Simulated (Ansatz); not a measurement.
`[CH3][Ge][F]` → `[CH2]` (triplet) + `[F][GeH]`  (formal loss of a carbene)

Computed with Ansatz on PBE0-D4/def2-TZVP structures; ΔE is electronic, products minus reactants. CCSD(T)/CBS adds triple-zeta CCSD(T) − MP2 to the extrapolated MP2 energy (def2 sets, frozen cores). This one scheme is used for every species. Triplets are unrestricted, without spin–orbit coupling. For Ge outer-core shells are correlated without core-valence functions, which leaves a few kJ/mol of doubt a bond. Scalar relativity is left out up to krypton.

```
          species  CCSD(T)/CBS(def2) energy (Eh)
   `[CH3][Ge][F]`                    -2215.78112
`[CH2]` (triplet)                      -39.09499
       `[F][GeH]`                    -2176.50038
```

Task: Work out ΔE.

Result: ΔE = (-39.09499) + (-2176.50038) − (-2215.78112) = 0.18575 Eh = +116.6 kcal/mol.

Task: What do rigid-rotor, harmonic-oscillator terms from PBE0-D4/def2-TZVP frequencies (298.15 K, 1 bar) make of the CCSD(T)/CBS value? (Best estimate.)

Result: Ansatz gave: ΔZPE = -7.5 kcal/mol, ΔH = +110.4 kcal/mol, ΔS = 147 J/(mol·K), ΔG = +99.9 kcal/mol. Open shells count their whole term as degenerate.

Largest T1 diagnostic among the species: 0.014.

From PBE to PBE0 (25 % exact exchange), in def2-TZVPP and without D4, ΔE moves by −2.1 kcal/mol. The D4 term adds +1.9 kcal/mol with B3LYP and +1.0 kcal/mol with PBE0; it sums over pairs of atoms, weighted by their polarisabilities, and B3LYP, whose exchange is more repulsive, gets the larger term. Leaving LDA and LC-ωPBE aside and taking each functional with its dispersion term where it has one, the values, not all of them listed here, spread over 7.8 kcal/mol, from r2SCAN0-D4 to ωB97X-V. LDA lies +17.0 kcal/mol from PBE without D4.

B3LYP here is the variant with VWN-RPA as its local correlation; programs differ in this.
